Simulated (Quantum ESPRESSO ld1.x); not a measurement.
The mean radii <r> (bohr) of the occupied orbitals of an atom or ion are listed with their occupations. All-electron calculation, scalar-relativistic Kohn-Sham, LDA (Slater exchange, Perdew-Wang correlation), spin-polarised, spherical densities, point nucleus. Program: ld1.x of Quantum ESPRESSO 7.5.

| orbital | occ. | <r> |
|---|---|---|
| 1s up | 1 | 0.05038 |
| 1s down | 1 | 0.05038 |
| 2s up | 1 | 0.2266 |
| 2s down | 1 | 0.2266 |
| 2p up | 3 | 0.1984 |
| 2p down | 3 | 0.1984 |
| 3s up | 1 | 0.6830 |
| 3s down | 1 | 0.6830 |
| 3p up | 3 | 0.7147 |
| 3p down | 3 | 0.7147 |
| 3d up | 5 | 0.8812 |
| 3d down | 5 | 0.8806 |
| 6p up | 1 | 12.09 |

Name the element and its charge. Open shells, if any, are filled with parallel spins first.

Answer. Z = 30, zinc, charge +1: Zn+ in [Ar] 3d10 6p1. The 1s radius gives Z: for a bare nucleus <r> = (2 gamma + 1)/(2Z) with gamma = sqrt(1 - (Z/c)^2), 0.04919 bohr for Z = 30, and screening makes it slightly larger (0.05038 here). The occupations add up to 29, and the charge is Z minus that.
